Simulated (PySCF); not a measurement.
C7H7, SMILES Cc1cc[c]cc1 (connectivity only; charge and spin as stated), charge +1, multiplicity 1.

Geometry: PBE0-D3(BJ)/def2-SVP. The spin state was assumed, not searched. The isomer is the one that the SMILES or the coordinates give; other isomers of the formula were not compared.

Calculation: CAM-B3LYP/def2-TZVP (PySCF).

Gas-phase values at a fixed geometry.

Computed frontier levels, gap, dipole moment and polarisability:
The highest occupied level is -14.09 eV. The lowest empty level is -7.92 eV and the orbital gap is 6.16 eV. The dipole moment about the centre of nuclear charge comes out as 2.60 D and the mean static polarisability is 69.6 bohr³ (10.31 Å³). The polarisability, principal values comes out as 42.3, 81.8, 84.5 bohr³.
